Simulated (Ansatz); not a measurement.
Computed with Ansatz on PBE0-D4/def2-TZVP structures; ΔE is electronic, products minus reactants. CCSD(T)/CBS adds triple-zeta CCSD(T) − MP2 to the extrapolated MP2 energy (def2 sets, frozen cores). DFT in def2-TZVPP. B3LYP here is the variant with VWN-RPA as its local correlation; programs differ in this. def2 core potentials past Kr. For Sb outer-core shells are correlated without core-valence functions, which leaves a few kJ/mol of doubt a bond. One conformer a species, not always the lowest.

`CN[SiH2]C=O` + `[NH2][SbH2]` → `O=C[NH][SbH2]` + `CN[SiH3]`  (substitution at a C–Si bond)

```csv
level,ΔE (kJ/mol)
B3LYP-D4,-82.6
ωB97M-V,-77.8
CCSD/def2-TZVPP,-73.0
CCSD/CBS(def2),-71.7
```

Q: What does CCSD(T)/CBS give? (Best estimate.)

A: Computed: -73.7 kJ/mol. The listed levels differ from it by -8.9, -4.1, 0.7, 2.0 kJ/mol.

Largest T1 diagnostic among the species: 0.017.
